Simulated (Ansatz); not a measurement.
Start from `C[SiH2]Br` and change one element to get `C[SiH2]F`.

Ansatz, PBE0-D4/def2-TZVP geometries, multiplicity 1. 

Scalar relativity is left out up to krypton.

```csv
property,`C[SiH2]Br`
HOMO–LUMO gap (B3LYP/def2-TZVPP) / eV,7.92
HOMO–LUMO gap (PBE/def2-TZVPP) / eV,6.22
LUMO energy (ωB97M-V/def2-TZVPP) / eV,1.93
LUMO energy (PBE/def2-TZVPP) / eV,-0.76
HOMO energy (PBE0/def2-TZVPP) / eV,-8.26
HOMO–LUMO gap (PBE0/def2-TZVPP) / eV,8.39
```

Problem. What does the change do to each property? (Best estimate.)

Solution. Ansatz gave: 
```json
{"property": "HOMO–LUMO gap (B3LYP/def2-TZVPP) / eV", "`C[SiH2]F`": "9.27", "shift": "1.35"}
{"property": "HOMO–LUMO gap (PBE/def2-TZVPP) / eV", "`C[SiH2]F`": "7.43", "shift": "1.21"}
{"property": "LUMO energy (ωB97M-V/def2-TZVPP) / eV", "`C[SiH2]F`": "2.17", "shift": "0.24"}
{"property": "LUMO energy (PBE/def2-TZVPP) / eV", "`C[SiH2]F`": "-0.39", "shift": "0.37"}
{"property": "HOMO energy (PBE0/def2-TZVPP) / eV", "`C[SiH2]F`": "-9.24", "shift": "-0.98"}
{"property": "HOMO–LUMO gap (PBE0/def2-TZVPP) / eV", "`C[SiH2]F`": "9.73", "shift": "1.34"}
```

With PBE0 the HOMO falls by 0.98 eV and the LUMO rises by 0.36 eV, so the gap widens by about 1.34 eV. PBE moves the HOMO by -0.84 eV and ωB97M-V by -1.03 eV.

B3LYP here is the variant with VWN-RPA as its local correlation; programs differ in this.

Spin–orbit coupling is left out; it splits and shifts lone-pair levels of the heavy atoms by tenths of an eV.
